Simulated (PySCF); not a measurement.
Stationary points of GaF2

Computed with PBE0 in PySCF with Ga def2-TZVP, F def2-TZVP; no relativity; density-fitted integrals.

Relaxations began from a few typed shapes; open shells are unrestricted. The search is not exhaustive: other isomers or separated fragments can lie lower, and high-lying points may rest on an excited occupation.

Which is the lowest minimum found?
A. doublet C2v: Ga–F 1.756 Å (×2); F–Ga–F 116.7°
B. doublet D∞h: Ga–F 1.795 Å (×2); F–Ga–F 180.0°

A. The others lie at 60.9 (doublet D∞h, a saddle point) kJ/mol above it.
